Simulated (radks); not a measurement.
Neutral ruthenium, 44 electrons, occupied as [Kr] 4d7 5s1. Method: scalar-relativistic Kohn-Sham, r2SCAN, spin-unpolarised, spherical densities, finite nucleus; meta-GGA in the generalised Kohn-Sham scheme; Fermi nuclear charge, rms radius 4.4809 fm; computed with a radial shooting solver on a logarithmic mesh with Libxc functionals.

Normalised radial functions P(r) = r R(r), r in bohr:

r	4s	4p	5s
0.00276	0.0932	0.0035	0.0254
0.003682	0.1172	0.0059	0.0320
0.00495	0.1459	0.0101	0.0398
0.006602	0.1766	0.0168	0.0482
0.008876	0.2081	0.0281	0.0568
0.01184	0.2334	0.0457	0.0636
0.01592	0.2444	0.0738	0.0666
0.02123	0.2278	0.1144	0.0621
0.02854	0.1670	0.1723	0.0455
0.03807	0.0538	0.2423	0.0145
0.05118	-0.1138	0.3165	-0.0312
0.06826	-0.2900	0.3627	-0.0792
0.09178	-0.4014	0.3362	-0.1092
0.1224	-0.3381	0.1900	-0.0912
0.1646	-0.0412	-0.0916	-0.0091
0.2195	0.3711	-0.4050	0.1032
0.2951	0.6240	-0.5657	0.1677
0.3936	0.4142	-0.3745	0.1001
0.5292	-0.2481	0.1716	-0.0891
0.7058	-0.9185	0.7689	-0.2508
0.949	-1.1502	1.0685	-0.2221
1.266	-0.8669	0.9211	0.0230
1.702	-0.4179	0.5388	0.3449
2.27	-0.1314	0.2210	0.5562
3.051	-0.0235	0.0579	0.5883
4.07	-0.0024	0.0096	0.4620
5.472	-0.0001	0.0008	0.2654
7.298	0.0000	0.0000	0.1098
9.812	0.0000	0.0000	0.0291

4s: eigenvalue -78.556 eV, 3 radial nodes at r = 0.0422, 0.170, 0.480 bohr, <r> = 1.02 bohr, 90 % of the charge inside 1.49 bohr. 4p: eigenvalue -47.834 eV, 2 radial nodes at r = 0.151, 0.488 bohr, <r> = 1.13 bohr, 90 % of the charge inside 1.68 bohr. 5s: eigenvalue -4.156 eV, 4 radial nodes at r = 0.0422, 0.169, 0.466, 1.24 bohr, <r> = 3.39 bohr, 90 % of the charge inside 5.14 bohr.
